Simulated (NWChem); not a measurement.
System: WHSO2F; SMILES [O]=[W]([F])(=[S])[OH]

The following NWChem deck was run.

```
start job
memory heap 200 mb stack 900 mb global 1100 mb
geometry units angstroms
  W      0.014649     0.025096    -0.146462
  O      1.487020     0.156674    -0.936907
  S      0.303352     0.113535     2.021688
  F     -0.722693    -1.641348    -0.509231
  O     -1.288803     1.161293    -0.752771
  H     -1.846712     1.827689    -1.182139
end
basis spherical
  * library def2-svp
end
ecp
  W library def2-ecp
end
dft
  xc pbe0
  iterations 150
end
driver
  maxiter 120
end
task dft optimize
dft
  grid fine
  convergence energy 1d-8 density 1d-7
end
task dft freq numerical
```

Excerpt of the output:

```
             Northwest Computational Chemistry Package (NWChem) 7.3.0
             --------------------------------------------------------

 C1  symmetry detected

                             Geometry "geometry" -> ""
                             -------------------------

 Output coordinates in angstroms (scale by  1.889725989 to convert to a.u.)

  No.       Tag          Charge          X              Y              Z
 ---- ---------------- ---------- -------------- -------------- --------------
    1 W                   74.0000     0.00778469    -0.15538762     0.06252204
    2 O                    8.0000    -0.18590262    -0.57810651     1.67304568
    3 S                   16.0000     0.04972013     2.02257378    -0.15374364
    4 F                    9.0000    -1.46458108    -0.74942033    -0.90265896
    5 O                    8.0000     1.39219890    -0.99723494    -0.79318337
    6 H                    1.0000     2.15927065    -1.51498179    -1.08170040

 Effective nuclear repulsion energy (a.u.)     959.3724030570

                                Z-matrix (autoz)
                                --------

 Units are Angstrom for bonds and degrees for angles

      Type          Name      I     J     K     L     M      Value
      ----------- --------  ----- ----- ----- ----- ----- ----------
    1 Stretch                  1     2                       1.67630
    2 Stretch                  1     3                       2.18907
    3 Stretch                  1     4                       1.85804
    4 Stretch                  1     5                       1.83236
    5 Stretch                  5     6                       0.96938
    6 Bend                     1     5     6               169.18264
    7 Bend                     2     1     3               110.36645
    8 Bend                     2     1     4               109.08042
    9 Bend                     2     1     5               114.84167
   10 Bend                     3     1     4               106.37647
   11 Bend                     3     1     5               113.35903
   12 Bend                     4     1     5               102.07766
   13 Torsion                  2     1     5     6          -3.73238
   14 Torsion                  3     1     5     6         124.41526
   15 Torsion                  4     1     5     6        -121.60055

                           NWChem Geometry Optimization
                           ----------------------------

[...]

      ----------------------
      Optimization converged
      ----------------------

  Step       Energy      Delta E   Gmax     Grms     Xrms     Xmax
  ---- ---------------- -------- -------- -------- -------- --------
@   10    -715.64572244 -6.8D-07  0.00011  0.00004  0.00051  0.00136
                                     ok       ok       ok       ok

                                Z-matrix (autoz)
                                --------

 Units are Angstrom for bonds and degrees for angles

[...]

 Rotational Constants
 --------------------
 A=   0.108199 cm-1  (  0.155670 K)
 B=   0.075274 cm-1  (  0.108301 K)
 C=   0.067713 cm-1  (  0.097422 K)

 Temperature                      =   298.15K
 frequency scaling parameter      =   1.0000

 Zero-Point correction to Energy  =   12.611 kcal/mol  (  0.020096 au)
 Thermal correction to Energy     =   16.807 kcal/mol  (  0.026784 au)
 Thermal correction to Enthalpy   =   17.399 kcal/mol  (  0.027728 au)

 Total Entropy                    =   84.110 cal/mol-K
   - Translational                =   42.637 cal/mol-K (mol. weight = 267.9191)
   - Rotational                   =   27.460 cal/mol-K (symmetry #  =        1)
   - Vibrational                  =   14.013 cal/mol-K

 Cv (constant volume heat capacity) =   20.952 cal/mol-K
   - Translational                  =    2.979 cal/mol-K
   - Rotational                     =    2.979 cal/mol-K
   - Vibrational                    =   14.993 cal/mol-K

[normal modes left out]

 ----------------------------------------------------------------------------
 Normal Eigenvalue ||           Projected Infra Red Intensities
  Mode   [cm**-1]  || [atomic units] [(debye/angs)**2] [(KM/mol)] [arbitrary]
 ------ ---------- || -------------- ----------------- ---------- -----------
    1       -0.000 ||    0.000283           0.007         0.276       0.044
    2       -0.000 ||    0.000066           0.002         0.064       0.010
    3        0.000 ||    0.000391           0.009         0.381       0.061
    4        0.000 ||    0.000609           0.014         0.593       0.096
    5        0.000 ||    0.001645           0.038         1.603       0.259
    6        0.000 ||    0.001592           0.037         1.552       0.250
    7      154.620 ||    0.097390           2.247        94.941      15.323
    8      185.352 ||    0.000766           0.018         0.747       0.121
    9      190.036 ||    0.005430           0.125         5.293       0.854
   10      213.325 ||    0.003948           0.091         3.848       0.621
   11      243.259 ||    0.024310           0.561        23.698       3.825
   12      299.188 ||    0.020392           0.470        19.879       3.208
   13      541.082 ||    0.197161           4.549       192.202      31.021
   14      566.127 ||    0.050383           1.162        49.115       7.927
   15      707.756 ||    0.114263           2.636       111.389      17.978
   16      763.784 ||    0.089119           2.056        86.878      14.022
   17     1047.001 ||    0.155548           3.589       151.636      24.473
   18     3913.918 ||    0.380746           8.784       371.170      59.906
 ----------------------------------------------------------------------------
```

Level: PBE0/def2-SVP with def2 effective core potentials on W. def2 effective core potentials on W; no spin-orbit coupling.
